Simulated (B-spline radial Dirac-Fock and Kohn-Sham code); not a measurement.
The computed values come from a radial B-spline solver: configuration-average Dirac-Fock orbitals.

Question: This computed X-ray form factor belongs to an atom or ion in its tabulated ground configuration. Which?

```csv
sin θ/λ (Å⁻¹),f₀
0.1,56.564
0.13,55.624
0.16,54.492
0.19,53.201
0.23,51.289
0.28,48.703
0.94,22.917
2.57,8.758
3.83,5.205
```

Answer: Dy⁸⁺, with 58 electrons in [Kr] 4d10 4f8 5s2 5p2. f₀ tends to the number of electrons as s goes to zero, which the first rows give only roughly, and the rate of fall reflects the nuclear charge, 66.
